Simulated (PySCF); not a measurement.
Isomers of C2H13NOSi4.

All values: PBE0/pcSseg-1 (PySCF) at GFN2-xTB geometries, gas phase, one conformer each.

Question: Rank by LUMO energy, highest first.
A. `[CH3:1][C:2](=[O:3])[NH:4][Si@@H:5]([SiH3:6])[SiH2:7][SiH3:8]` with C1–C2–N4–Si5 -177°, C2–N4–Si5–Si6 -12°, N4–Si5–Si7–Si8 19°
B. `[CH3:1][SiH2:2][Si@H:3]([NH:4][SiH3:5])[SiH2:6][CH:7]=[O:8]` with C1–Si2–Si3–N4 88°, Si2–Si3–N4–Si5 -177°, Si2–Si3–Si6–C7 -45°, Si3–Si6–C7–O8 16°
C. `[CH3:1][NH:2][SiH2:3][C:4](=[O:5])[SiH2:6][SiH2:7][SiH3:8]` with C1–N2–Si3–C4 -174°, N2–Si3–C4–O5 6°, Si3–C4–Si6–Si7 -95°, C4–Si6–Si7–Si8 -104°
D. `[O:1]=[CH:2][C:3]([SiH3:4])([SiH3:5])[SiH2:6][NH:7][SiH3:8]` with O1–C2–C3–Si4 126°, C2–C3–Si6–N7 178°, C3–Si6–N7–Si8 178°

Answer: A (-1.18 eV), D (-1.31 eV), B (-1.53 eV), C (-1.82 eV).

Question: Rank by the highest Hirshfeld charge on any atom, highest value first.
A. `[O:1]=[CH:2][C:3]([SiH3:4])([SiH3:5])[SiH2:6][NH:7][SiH3:8]` with O1–C2–C3–Si4 126°, C2–C3–Si6–N7 178°, C3–Si6–N7–Si8 178°
B. `[CH3:1][SiH2:2][Si@H:3]([SiH2:4][NH2:5])[SiH2:6][CH:7]=[O:8]` with C1–Si2–Si3–Si4 20°, Si2–Si3–Si4–N5 -167°, Si3–Si4–N5–H -53° and 171°, Si2–Si3–Si6–C7 55°, Si3–Si6–C7–O8 -5°
C. `[CH3:1][C:2](=[O:3])[NH:4][Si@@H:5]([SiH3:6])[SiH2:7][SiH3:8]` with C1–C2–N4–Si5 -177°, C2–N4–Si5–Si6 -12°, N4–Si5–Si7–Si8 19°
D. `[CH3:1][NH:2][SiH2:3][C:4](=[O:5])[SiH2:6][SiH2:7][SiH3:8]` with C1–N2–Si3–C4 -174°, N2–Si3–C4–O5 6°, Si3–C4–Si6–Si7 -95°, C4–Si6–Si7–Si8 -104°

Answer: A (+0.368 e), D (+0.346 e), B (+0.282 e), C (+0.229 e).

Question: Rank by the lowest IAO charge on any atom, lowest value first.
A. `[CH3:1][NH:2][SiH2:3][C:4](=[O:5])[SiH2:6][SiH2:7][SiH3:8]` with C1–N2–Si3–C4 -174°, N2–Si3–C4–O5 6°, Si3–C4–Si6–Si7 -95°, C4–Si6–Si7–Si8 -104°
B. `[CH3:1][C:2](=[O:3])[NH:4][Si@@H:5]([SiH3:6])[SiH2:7][SiH3:8]` with C1–C2–N4–Si5 -177°, C2–N4–Si5–Si6 -12°, N4–Si5–Si7–Si8 19°
C. `[CH3:1][SiH2:2][Si@H:3]([NH:4][SiH3:5])[SiH2:6][CH:7]=[O:8]` with C1–Si2–Si3–N4 88°, Si2–Si3–N4–Si5 -177°, Si2–Si3–Si6–C7 -45°, Si3–Si6–C7–O8 16°
D. `[CH3:1][SiH2:2][Si@H:3]([SiH2:4][NH2:5])[SiH2:6][CH:7]=[O:8]` with C1–Si2–Si3–Si4 20°, Si2–Si3–Si4–N5 -167°, Si3–Si4–N5–H -53° and 171°, Si2–Si3–Si6–C7 55°, Si3–Si6–C7–O8 -5°
E. `[O:1]=[C:2]([CH2:3][SiH3:4])[SiH2:5][N:6]([SiH3:7])[SiH3:8]` with O1–C2–C3–Si4 -83°, O1–C2–Si5–N6 6°, C2–Si5–N6–Si7 -4°

Answer: E (-1.031 e), C (-0.931 e), D (-0.840 e), A (-0.677 e), B (-0.585 e).

All values together:

```tsv
SMILES	μ (D)	HOMO (eV)	LUMO (eV)	lowest IAO charge (e)	highest IAO charge (e)	lowest Hirshfeld charge (e)	highest Hirshfeld charge (e)
CC(=O)N[Si@@H]([SiH3])[SiH2][SiH3]	3.54	-7.45	-1.18	-0.585 (N)	+0.444 (C)	-0.230 (O)	+0.229 (Si)
C[SiH2][Si@H](N[SiH3])[SiH2]C=O	1.63	-6.98	-1.53	-0.931 (N)	+0.756 (Si)	-0.337 (N)	+0.350 (Si)
C[SiH2][Si@H]([SiH2]N)[SiH2]C=O	2.26	-6.98	-1.40	-0.840 (N)	+0.650 (Si)	-0.318 (N)	+0.282 (Si)
O=C(C[SiH3])[SiH2]N([SiH3])[SiH3]	3.29	-7.24	-1.60	-1.031 (N)	+0.825 (Si)	-0.347 (N)	+0.349 (Si)
CN[SiH2]C(=O)[SiH2][SiH2][SiH3]	1.47	-6.37	-1.82	-0.677 (N)	+0.836 (Si)	-0.245 (N)	+0.346 (Si)
O=CC([SiH3])([SiH3])[SiH2]N[SiH3]	2.48	-7.68	-1.31	-0.940 (N)	+0.900 (Si)	-0.326 (N)	+0.368 (Si)
```

Conformers: `[CH3:1][C:2](=[O:3])[NH:4][Si@@H:5]([SiH3:6])[SiH2:7][SiH3:8]` with C1–C2–N4–Si5 -177°, C2–N4–Si5–Si6 -12°, N4–Si5–Si7–Si8 19°; `[CH3:1][SiH2:2][Si@H:3]([NH:4][SiH3:5])[SiH2:6][CH:7]=[O:8]` with C1–Si2–Si3–N4 88°, Si2–Si3–N4–Si5 -177°, Si2–Si3–Si6–C7 -45°, Si3–Si6–C7–O8 16°; `[CH3:1][SiH2:2][Si@H:3]([SiH2:4][NH2:5])[SiH2:6][CH:7]=[O:8]` with C1–Si2–Si3–Si4 20°, Si2–Si3–Si4–N5 -167°, Si3–Si4–N5–H -53° and 171°, Si2–Si3–Si6–C7 55°, Si3–Si6–C7–O8 -5°; `[O:1]=[C:2]([CH2:3][SiH3:4])[SiH2:5][N:6]([SiH3:7])[SiH3:8]` with O1–C2–C3–Si4 -83°, O1–C2–Si5–N6 6°, C2–Si5–N6–Si7 -4°; `[CH3:1][NH:2][SiH2:3][C:4](=[O:5])[SiH2:6][SiH2:7][SiH3:8]` with C1–N2–Si3–C4 -174°, N2–Si3–C4–O5 6°, Si3–C4–Si6–Si7 -95°, C4–Si6–Si7–Si8 -104°; `[O:1]=[CH:2][C:3]([SiH3:4])([SiH3:5])[SiH2:6][NH:7][SiH3:8]` with O1–C2–C3–Si4 126°, C2–C3–Si6–N7 178°, C3–Si6–N7–Si8 178°.
